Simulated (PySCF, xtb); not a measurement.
SiFCl₃, SMILES F[Si](Cl)(Cl)Cl.

Coordinates come from a B3LYP-D3(BJ)/def2-SVP optimisation.

Computed with C-PCM-B3LYP/def2-SVP (PySCF 2.14.0).

The values are the electrostatic part of the solvation free energy, E(continuum) − E(gas) at the gas-phase geometry, in a cavity of scaled van der Waals radii (PySCF's table); cavitation and dispersion terms are not included. In vacuum the orbital gap is 8.67 eV. The dipole moment in vacuum is 0.59 D.

Computed values in water (ε = 78.36), chlorobenzene (ε = 5.70), acetone (ε = 20.49):
```
solvent            ε  ΔG(elec) (kcal/mol)  dipole (D)  gap (eV)
-------------  -----  -------------------  ----------  --------
water          78.36                 -0.9        0.68      8.67
chlorobenzene   5.70                 -0.7        0.66      8.67
acetone        20.49                 -0.8        0.67      8.67
```

For comparison, GFN2-xTB/ALPB(water) (xtb, at the GFN2-xTB geometry, all terms of that model) gives 0.4 kcal/mol.
